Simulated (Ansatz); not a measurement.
This geometry of CH$_{8}$GaN (11 atoms, charge 0, multiplicity 1) is a first-order saddle point.

Computed with RKS PBE0-D4/def2-mTZVP (Ansatz 0.2.0).

```xyz
11
Properties=species:S:1:pos:R:3
Ga 0.009 0.449 -0.188
H 0.018 -0.069 1.663
C 1.754 -0.063 -0.931
H 1.784 -1.121 -1.199
H 1.959 0.513 -1.838
H 2.560 0.131 -0.222
H -1.434 0.089 -0.680
N 0.048 2.122 0.868
H 0.895 2.676 0.895
H -0.762 2.728 0.895
H 0.027 0.921 1.645
```

Question: Which two structures does it join? (They come from a converged band through this point; their orientation in space is the band's.)

Answer: Bonds broken: Ga1–H2, N8–H11. Bonds formed: H2–H11. CH8GaN becomes CH6GaN + H2.

Initial state:

```xyz
11
Properties=species:S:1:pos:R:3
Ga 0.069 -0.027 0.198
H 0.171 -0.766 1.603
C 1.695 0.034 -0.948
H 1.863 -0.937 -1.423
H 1.608 0.768 -1.756
H 2.599 0.266 -0.377
H -1.358 -0.006 -0.506
N 0.057 2.003 0.933
H 0.920 2.228 1.420
H -0.056 2.673 0.178
H -0.710 2.141 1.585
```

Final state:

```xyz
11
Properties=species:S:1:pos:R:3
Ga 0.006 0.968 -0.647
H 0.189 -0.817 2.520
C 1.690 0.002 -0.947
H 1.581 -1.059 -0.706
H 1.992 0.064 -1.996
H 2.502 0.408 -0.339
H -1.406 0.590 -1.220
N 0.047 2.453 0.411
H 0.883 2.828 0.834
H -0.757 3.025 0.616
H 0.132 -0.086 2.383
```

Question: How far does it lie above each of them?

Answer: 1.66 eV above the first and 0.94 eV above the second. This is the barrier of this one path; another mechanism may lie lower. The orbitals stay closed-shell, which can raise the energy where a bond breaks towards radicals; this wasn't checked here.

The run took 11 min on 2 threads of Intel(R) Xeon(R) Platinum 8259CL CPU @ 2.50GHz (Skylake/Cascade Lake), on a shared host, peak memory 0.25 GiB.
